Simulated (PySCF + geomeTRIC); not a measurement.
Species: [Ta(OH)3(CH3)2] (charge 0, multiplicity 1).

Problem. Give a relaxed geometry from TPSS-D3(BJ)/def2-SVP in PySCF + geomeTRIC.

Solution. Several could match; the one computed here: the end point of this relaxation, one of several conformers.
Cartesian coordinates (Å) in one orientation:
```xyz
15

Ta     0.512    -0.335     0.323
O     -0.261    -1.075     1.920
H     -1.072    -1.267     2.411
O      0.915     0.514    -1.337
H      0.652     0.935    -2.166
O      1.697    -1.836     0.036
H      1.663    -2.600     0.638
C     -1.592    -0.217    -0.361
H     -1.717    -0.239    -1.459
H     -1.932     0.784    -0.011
H     -2.269    -0.968     0.085
C      1.253     1.387     1.444
H      2.107     1.881     0.947
H      1.530     1.131     2.483
H      0.414     2.115     1.485
```
